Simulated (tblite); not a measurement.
Compound: C₄H₇FO₃Si.
Numbering: `[CH3:1][O:2][C@H:3]1[O:4][CH:5]=[C:6]([F:7])[SiH2:8][O:9]1` (hydrogens: H10, H11, H12 on C1; H13 on C3; H14 on C5; H15, H16 on Si8)

A start from a force field or distance geometry was refined with tblite, GFN2-xTB geometry optimisation, gas phase. Values at the start:

| coordinate | start |
| --- | --- |
| C1–O2 | 1.408 Å |
| C1–H10 | 1.088 Å |
| O2–C3 | 1.445 Å |
| C3–O4 | 1.438 Å |
| C3–O9 | 1.427 Å |
| C3–H13 | 1.110 Å |
| O4–C5 | 1.377 Å |
| C5=C6 | 1.329 Å |
| C5–H14 | 1.088 Å |
| C6–F7 | 1.354 Å |
| C6–Si8 | 1.826 Å |
| Si8–O9 | 1.668 Å |
| Si8–H15 | 1.485 Å |
| Si8–H16 | 1.493 Å |
| C1–O2–C3 | 112.4° |
| O2–C3–O9 | 111.0° |
| C3–O9–Si8 | 114.6° |
| O4–C3–O9 | 117.4° |
| O4–C5–C6 | 126.2° |
| C5–C6–F7 | 119.9° |
| C6–Si8–O9 | 103.5° |
| F7–C6–Si8 | 120.4° |
| O2–C3–O4–C5 | 82° |
| O2–C3–O9–Si8 | -74° |
| C5–C6–Si8–O9 | 3° |
| C6–Si8–O9–C3 | -31° |

**Question.** How do these coordinates change at the GFN2-xTB level?

**Answer.** 
| coordinate | GFN2-xTB (Å or °) | change |
| --- | --- | --- |
| C3–O9 | 1.355 | -0.072 |
| C6–Si8 | 1.883 | +0.057 |
| O2–C3 | 1.389 | -0.056 |
| Si8–H16 | 1.453 | -0.040 |
| C3–O4 | 1.402 | -0.036 |
| Si8–H15 | 1.457 | -0.028 |
| O4–C5 | 1.365 | -0.012 |
| Si8–O9 | 1.657 | -0.011 |
| C1–O2 | 1.415 | +0.007 |
| C5–H14 | 1.083 | -0.005 |
| C3–H13 | 1.105 | -0.005 |
| C6–F7 | 1.359 | +0.005 |
| C5=C6 | 1.332 | +0.003 |
| C1–H10 | 1.087 | -0.001 |
| C6–Si8–O9 | 97.7 | -5.8 |
| O2–C3–O9 | 107.4 | -3.6 |
| O4–C3–O9 | 113.8 | -3.6 |
| F7–C6–Si8 | 123.6 | +3.2 |
| C1–O2–C3 | 115.1 | +2.7 |
| C5–C6–F7 | 117.2 | -2.7 |
| C3–O9–Si8 | 115.8 | +1.2 |
| O4–C5–C6 | 125.1 | -1.1 |
| O2–C3–O9–Si8 | -54 | +20 |
| O2–C3–O4–C5 | 69 | -13 |
| C6–Si8–O9–C3 | -42 | -11 |
| C5–C6–Si8–O9 | 7 | +4 |

The energy falls by 9.9 kcal/mol over 80 L-BFGS steps, the largest force on an atom goes from 2.52 to 0.009 eV/Å, and the atoms move by 0.232 Å rms after alignment. The bond that changes most is C3–O9 (sp3 carbon bearing three or more oxygens to silyl ether oxygen), which shortens by 0.072 Å. Bonds longer at the end by more than 0.005 Å: 3 of 16; shorter: 9. Among the dihedrals that turn most is O2–C3–O9–Si8, from -74° to -54°. Rotational constants go from 2311, 1053, 869.2 to 2163, 1170, 973.4 MHz.

The run took 0.93 s of wall time on one thread of an Arm Neoverse N1, no GPU, shared host with 64 logical CPUs at a one-minute load of 60.

Its GFN2-xTB frequencies are all real (lowest 59 cm⁻¹). The numbers are those of one conformer.

These are computed values.
